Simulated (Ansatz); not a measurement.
`O[SiH2][SiH](S)Cl` + `N=C(N)S` → `N=C(S)N[SiH2]O` + `S[SiH2]Cl`  (cleavage of the Si–Si bond)

Gas-phase electronic energies from Ansatz, PBE0-D4/def2-TZVP geometries. CBS: MP2 limit from def2 TZ/QZ plus the TZ coupled-cluster correction, frozen cores. DFT in def2-TZVPP. B3LYP here is the variant with VWN-RPA as its local correlation; programs differ in this. One conformer a species, not always the lowest.

| level | ΔE (kJ/mol) | difference from CCSD(T)/CBS |
| --- | --- | --- |
| PBE-D4 | -39.0 | 24.5 |
| r2SCAN-D4 | -54.4 | 9.1 |
| PBE0-D4 | -47.4 | 16.1 |
| B3LYP-D4 | -57.1 | 6.4 |
| ωB97X-V | -60.1 | 3.4 |
| ωB97M-V | -64.9 | -1.4 |
| B2PLYP | -64.9 | -1.4 |
| PBE | -40.0 | 23.5 |
| r2SCAN | -54.4 | 9.1 |
| PBE0 | -48.5 | 15.0 |
| B3LYP | -59.0 | 4.5 |
| HF/def2-TZVPP | -78.7 | -15.2 |
| MP2/def2-TZVPP | -71.9 | -8.4 |
| SCS-MP2/def2-TZVPP | -73.1 | -9.6 |
| CCSD/def2-TZVPP | -68.2 | -4.7 |
| CCSD(T)/def2-TZVPP | -66.1 | -2.6 |
| HF/def2-QZVPP | -80.2 | -16.7 |
| MP2/def2-QZVPP | -70.9 | -7.4 |
| SCS-MP2/def2-QZVPP | -72.2 | -8.7 |
| HF/CBS(def2) | -80.4 | -16.9 |
| MP2/CBS(def2) | -69.3 | -5.8 |
| CCSD/CBS(def2) | -65.6 | -2.1 |
| CCSD(T)/CBS | -63.5 | 0 |

Largest T1 diagnostic among the species: 0.014.

From PBE to PBE0 (25 % exact exchange), in def2-TZVPP and without D4, ΔE moves by −8.5 kJ/mol. In def2-TZVPP, CCSD(T) changes the Hartree–Fock value by +12.6 kJ/mol (the triples alone add +2.1 kJ/mol) and MP2 by +6.8 kJ/mol.
